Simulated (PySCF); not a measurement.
```xyz
3
charge 0 multiplicity 2, angstrom
Sn   -0.0156    0.0000   -0.2957
O    -1.5223    0.0000    1.0097
F     1.3795    0.0000    1.0454
```

These are results of UPBE0/[Sn def2-TZVP with ECP28, O def2-TZVP, F def2-TZVP], scalar-relativistic core potentials, density fitting, no spin–orbit coupling, PySCF, not measurements.

This geometry of SnOF is a stationary point at this level.

What is the point group?

Cs.

Is it a minimum?

Yes: all harmonic wavenumbers are real.

Which band is strongest in the infrared?

594 cm⁻¹ (a'), 103 km/mol.

Give the ideal-gas entropy at 298.15 K and 1 bar by parts.

translation 171.7, rotation 102.3, vibration 15.3, spin 5.8; total 295.1 J/(mol K).

Other isomers or separated fragments may lie lower. No spin–orbit coupling is included, which matters more the heavier the element.
